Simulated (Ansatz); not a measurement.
Consider the formal exchange of groups at a Ge–S bond: `N=[CH][GeH2][SH]` + `CCl` → `N=[CH][GeH2][CH2]Cl` + H₂S.

Calculated with Ansatz (gas phase, PBE0-D4/def2-TZVP geometries, no zero-point term in ΔE). CCSD(T)/CBS is the MP2 limit (def2-TZVPP, def2-QZVPP) plus CCSD(T) − MP2 in def2-TZVPP, frozen cores. This one scheme is used for every species. DFT in def2-TZVPP. For Ge outer-core shells are correlated without core-valence functions, which leaves a few kJ/mol of doubt a bond. Scalar relativity is left out up to krypton. Each species was taken in one conformer, which may not be the lowest.

(1) Is it downhill or uphill in electronic energy at CCSD(T)/CBS, and by how much? (Best estimate.)

(2) What do these levels give: r2SCAN-D4, ωB97X-V, ωB97M-V, r2SCAN, SCS-MP2/def2-QZVPP, MP2/CBS(def2)? (Estimate.)

Largest T1 diagnostic among the species: 0.012.

Results:

(1) The calculation gave: Uphill: ΔE = +0.68 eV.

(2) The calculation gave: r2SCAN-D4 0.74, ωB97X-V 0.72, ωB97M-V 0.71, r2SCAN 0.75, SCS-MP2/def2-QZVPP 0.71, MP2/CBS(def2) 0.70 eV.

The D4 term adds −0.03 eV with B3LYP and −0.02 eV with PBE0; it sums over pairs of atoms, weighted by their polarisabilities, and B3LYP, whose exchange is more repulsive, gets the larger term. In def2-TZVPP, CCSD(T) changes the Hartree–Fock value by −0.18 eV (the triples alone add −0.01 eV) and MP2 by −0.16 eV.

B3LYP here is the variant with VWN-RPA as its local correlation; programs differ in this.
